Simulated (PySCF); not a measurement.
# Assignment exercise: C₇H₁₄FP

Molfile (atoms numbered from 1):
```
C7H14FP
     RDKit          3D

 23 22  0  0  0  0  0  0  0  0999 V2000
    3.3797   -0.7338   -0.2091 C   0  0  0  0  0  0  0  0  0  0  0  0
    2.8050    0.1967    0.8000 C   0  0  0  0  0  0  0  0  0  0  0  0
    3.7743    0.7066    1.6116 F   0  0  0  0  0  0  0  0  0  0  0  0
    1.2551    0.7414    1.1459 P   0  0  0  0  0  0  0  0  0  0  0  0
    0.2622   -0.1687   -0.1537 C   0  0  0  0  0  0  0  0  0  0  0  0
   -1.2369    0.1468   -0.0720 C   0  0  0  0  0  0  0  0  0  0  0  0
   -1.4614    1.6436   -0.2838 C   0  0  0  0  0  0  0  0  0  0  0  0
   -1.7778   -0.2699    1.2953 C   0  0  0  0  0  0  0  0  0  0  0  0
   -1.9623   -0.6386   -1.1695 C   0  0  0  0  0  0  0  0  0  0  0  0
    4.1209   -0.2060   -0.8115 H   0  0  0  0  0  0  0  0  0  0  0  0
    2.6140   -1.1419   -0.8593 H   0  0  0  0  0  0  0  0  0  0  0  0
    3.8931   -1.5514    0.2995 H   0  0  0  0  0  0  0  0  0  0  0  0
    0.4114   -1.2434   -0.0192 H   0  0  0  0  0  0  0  0  0  0  0  0
    0.6363    0.1140   -1.1416 H   0  0  0  0  0  0  0  0  0  0  0  0
   -1.0763    1.9557   -1.2526 H   0  0  0  0  0  0  0  0  0  0  0  0
   -2.5218    1.8814   -0.2421 H   0  0  0  0  0  0  0  0  0  0  0  0
   -0.9501    2.2149    0.4897 H   0  0  0  0  0  0  0  0  0  0  0  0
   -1.2688    0.2797    2.0858 H   0  0  0  0  0  0  0  0  0  0  0  0
   -1.6214   -1.3340    1.4611 H   0  0  0  0  0  0  0  0  0  0  0  0
   -2.8435   -0.0640    1.3647 H   0  0  0  0  0  0  0  0  0  0  0  0
   -1.5916   -0.3578   -2.1532 H   0  0  0  0  0  0  0  0  0  0  0  0
   -1.8147   -1.7088   -1.0389 H   0  0  0  0  0  0  0  0  0  0  0  0
   -3.0301   -0.4353   -1.1370 H   0  0  0  0  0  0  0  0  0  0  0  0
  1  2  1  0
  2  3  1  0
  2  4  2  0
  4  5  1  0
  5  6  1  0
  6  7  1  0
  6  8  1  0
  6  9  1  0
  1 10  1  0
  1 11  1  0
  1 12  1  0
  5 13  1  0
  5 14  1  0
  7 15  1  0
  7 16  1  0
  7 17  1  0
  8 18  1  0
  8 19  1  0
  8 20  1  0
  9 21  1  0
  9 22  1  0
  9 23  1  0
M  END
```

Method: GIAO PBE0/pcSseg-1 shieldings, GFN2-xTB structure, in PySCF 2.14 (single conformer, equivalent nuclei averaged, no solvent model, non-relativistic).

Referencing at the same level of theory: $^{13}$C and $^{1}$H against TMS.

Question: Assign these signals to the numbered atoms. $^{13}$C{$^{1}$H} NMR (computed): δ 233.4, 43.1, 32.0, 31.8, 24.8.

Answer: 
233.4 → C2, carbon double-bonded to a heavier main-group atom
43.1 → C5, sp3 CH2 bonded to P
32.0 → C6, quaternary sp3 carbon: a saturated carbon with 4 carbon neighbours and no heteroatom attached
31.8 → C7/C8/C9, methyl carbon: saturated and bonded to C and H only
24.8 → C1, methyl carbon

C6 and C7/C8/C9 lie closer than the usual error of such a calculation, so a measured spectrum could show them in the other order.

Question: Assign these signals to the numbered atoms. $^{1}$H NMR (600 MHz, computed): δ 2.45 (m, 3H), 1.85 (m, 2H), 1.15 (s, 9H).

Answer: 
2.45 → H10/H11/H12, hydrogen on a methyl carbon
1.85 → H13/H14, hydrogen on an sp3 CH2 bonded to P
1.15 → H15/H16/H17/H18/H19/H20/H21/H22/H23, hydrogen on a methyl carbon: far from electronegative atoms and π systems

Splittings by $^{19}$F and $^{31}$P in the carbon and heteronuclear signals aren't shown, as no couplings were computed. Shifts are as computed. Against solution values, carbons near 30 ppm lie about +3 ppm off and those near 130 ppm about +5 ppm. Of 1211 compounds with measured shifts, 218 miss one by over three times the rms of a fit or turn the order of signals round; such compounds aren't used in these exercises. No couplings were computed; multiplicities are counted from neighbouring protons, with m where these are inequivalent, close in shift, in a saturated or five-membered ring or joined by F or P, and br s for small geminal =CH2 splittings.
